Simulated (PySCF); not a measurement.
Diatomics of Rh with the halogens

PBE0 with triple-zeta basis sets in PySCF, for the lowest determinant that a PBE0 search found; no spin–orbit coupling. De refers to high-spin ground-configuration atoms. A positive dipole means M(−)Rh(+).

| M | basis | state (unpaired electrons) | Re (Å) | ωe (cm⁻¹) | De (eV) | μ (D) |
| --- | --- | --- | --- | --- | --- | --- |
| F | def2-TZVPP | triplet (σ ↑, δ ↑) | 1.930 | 551 | 3.79 | 4.78 |
| Br | def2-TZVPP | triplet (σ ↑, δ ↑) | 2.386 | 260 | 3.19 | 4.97 |
| I | def2-TZVPP | triplet (σ ↑, δ ↑) | 2.553 | 214 | 2.83 | 4.73 |

(1) The row for M = Cl is missing. Estimate Re, ωe and De as the mean of the rows for F and Br, and compare with the calculation.

The metal atom is held in its measured ground configuration; semilocal functionals can put another filling of s and d lower by some tenths of an eV, and De to that atom would be smaller. These are scalar-relativistic numbers at best; spin–orbit coupling would shift them, the dissociation energy most. The state is the lowest single determinant that the PBE0 search found; with open d or f shells the true ground state can be another one.

Results:

(1) The means are 2.158 Å, 406 cm⁻¹ and 3.49 eV. PBE0 in def2-TZVPP gives RhCl as a triplet (σ ↑, δ ↑) with Re = 2.253 Å, ωe = 361 cm⁻¹, De = 3.48 eV, so the estimate is off by -9.5 pm, +12 % and +0.01 eV.
